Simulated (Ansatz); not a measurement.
Total energies of SnCl2 from Ansatz at PBE-D4/def2-TZVPD, gas phase (1 Eh = 27.2114 eV = 2625.5 kJ/mol). The reference geometry is relaxed at PBE-D4/def2-TZVP.

```
                 state   geometry  energy (Eh)
      charge 0 singlet  reference  -1134.47873
     charge -1 doublet  reference  -1134.52806
free Sn atom (triplet)          –   -214.24945
free Cl atom (doublet)          –   -459.95933
```

In the def2 sets Sn takes a core potential; there is no spin–orbit coupling.

Q: Work out the vertical electron affinity, to the doublet.

A: E(charge 0 singlet) − E(charge -1 doublet) = -1134.47873 − (-1134.52806) = 0.04933 Eh = 1.34 eV.

Q: What is the binding energy per atom against free atoms?

A: Atoms: 1 × (-214.24945) + 2 × (-459.95933) = -1134.16811 Eh. Binding: -1134.16811 − (-1134.47873) = 0.31062 Eh = 8.45 eV, or 2.82 eV for each of 3 atoms (no zero-point energy, no counterpoise term).

At PBE-D4/def2-TZVPD the highest occupied level of the charge -1 doublet lies above zero (up to 1.21 eV). By energy differences its removal costs 1.34 eV (vertical, to the charge 0 singlet, at PBE-D4/def2-TZVPD); a positive level beside a positive removal energy at the same level points to self-interaction error.
